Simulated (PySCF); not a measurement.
Q: Write Cartesian coordinates for `O=C=CCBr` as optimised with PBE0-D3(BJ)/def2-SVP.

A: 
```
atom  x, y, z in Å
O1     2.6585   -0.1379   -0.3922
C2     1.5873   -0.0999    0.0467
C3     0.3673   -0.0827    0.5561
C4    -0.8565   -0.1347   -0.2728
Br5   -1.6941    1.6356   -0.5589
H6     0.3062    0.0597    1.6385
H7    -0.6723   -0.5301   -1.2780
H8    -1.6413   -0.7291    0.2082
```

Any rigid rotation of these coordinates is as good. Atoms count from 1 in this order. The 2 C–C bonds span 1.322 Å (C2=C3, drawn double) to 1.479 Å (C3–C4, drawn single), a spread of 0.157 Å.

Bonds between heavy atoms (Å): O1=C2 1.158, C2=C3 1.322, C3–C4 1.479, C4–Br5 1.979.

Theory: PBE0-D3(BJ)/def2-SVP geometry optimisation, gas phase in PySCF.

Point group: C1 (no symmetry element, even within 0.4 Å). No PBE0-D3(BJ)/def2-SVP frequencies stand behind this structure, so it isn't proved a minimum. The numbers are those of one conformer (C2–C3–C4–Br5 -100°).
